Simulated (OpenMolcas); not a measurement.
## Ionisation energies of tellurium

```
Program             : OpenMolcas
Basis               : ANO-R3 [8s7p5d4f3g2h]
Scalar Hamiltonian  : X2C, finite nucleus
Spin-orbit coupling : state interaction with AMFI integrals over the reference wave functions, term energies averaged over their components
```

Active shells in each charge state: the valence s, p shells, with orbitals averaged over the low states. Where CASPT2's correlated closed shells are named, they are those of the first ion.

A. CASSCF
B. SS-CASPT2, IPEA 0.25 Eh, imaginary shift 0.1 Eh (closed shells correlated: 4s 4p 4d)

Energies in eV between the lowest computed levels (charge -1 gives the electron affinity), named as in B; reference values from the NIST Atomic Spectra Database with their kind.

```
               From                   To       A       B  Spin-orbit share in B             Reference
Te- 5s² 5p⁵ ²P°_3/2       Te 5s² 5p⁴ ³P₂   0.890   1.698                 -0.123                      
     Te 5s² 5p⁴ ³P₂  Te+ 5s² 5p³ ⁴S°_3/2   7.779   8.829                 +0.197      9.010 (measured)
Te+ 5s² 5p³ ⁴S°_3/2     Te2+ 5s² 5p² ³P₀  17.460  18.358                 -0.693     18.600 (measured)
   Te2+ 5s² 5p² ³P₀  Te3+ 5s² 5p ²P°_1/2  26.804  27.817                 +0.132     27.840 (measured)
Te3+ 5s² 5p ²P°_1/2         Te4+ 5s² ¹S₀  36.343  37.608                 +0.675     37.416 (measured)
       Te4+ 5s² ¹S₀       Te5+ 5s ²S_1/2  57.146  58.388                 +0.000     59.300 (measured)
     Te5+ 5s ²S_1/2        Te6+ 4d¹⁰ ¹S₀  68.996  70.778                 +0.000  69.100 (theoretical)
```

Error against the reference values, in %:

```json
{"From": "Te", "Reference": "measured", "A": "-13.7", "B": "-2.0"}
{"From": "Te+", "Reference": "measured", "A": "-6.1", "B": "-1.3"}
{"From": "Te2+", "Reference": "measured", "A": "-3.7", "B": "-0.1"}
{"From": "Te3+", "Reference": "measured", "A": "-2.9", "B": "+0.5"}
{"From": "Te4+", "Reference": "measured", "A": "-3.6", "B": "-1.5"}
{"From": "Te5+", "Reference": "theoretical", "A": "-0.2", "B": "+2.4"}
```

Mean absolute error over the 5 measured values: A 1.33 eV, B 0.31 eV. B lies closest.

No diffuse functions were added, so the electron affinity comes out too small, and without dynamic correlation a bound anion can come out unbound.

° marks odd parity.
